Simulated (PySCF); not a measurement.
1-methyl-3-methylideneazetidine (C5H9N), SMILES C=C1CN(C)C1. Geometry: PBE-D3(BJ)/def2-SVP.

Computed equilibrium geometry at PBE-D3(BJ)/def2-SVP (PySCF confirms it by a frequency run) as Cartesian coordinates in Å, and its point group:
point group Cs.
```xyz
15

C      2.4533    -0.0733     0.0000
C      1.1165    -0.0425     0.0000
C      0.0307     0.0237    -1.0593
N     -0.9222     0.4155     0.0000
C     -2.2434    -0.1571     0.0000
C      0.0307     0.0237     1.0593
H      3.0245    -0.0863    -0.9416
H      3.0245    -0.0863     0.9416
H     -0.1819    -0.9845    -1.5053
H      0.1516     0.7523    -1.8925
H     -2.2469    -1.2826     0.0000
H     -2.8063     0.1824    -0.8941
H     -2.8063     0.1824     0.8941
H      0.1516     0.7523     1.8925
H     -0.1819    -0.9845     1.5053
```
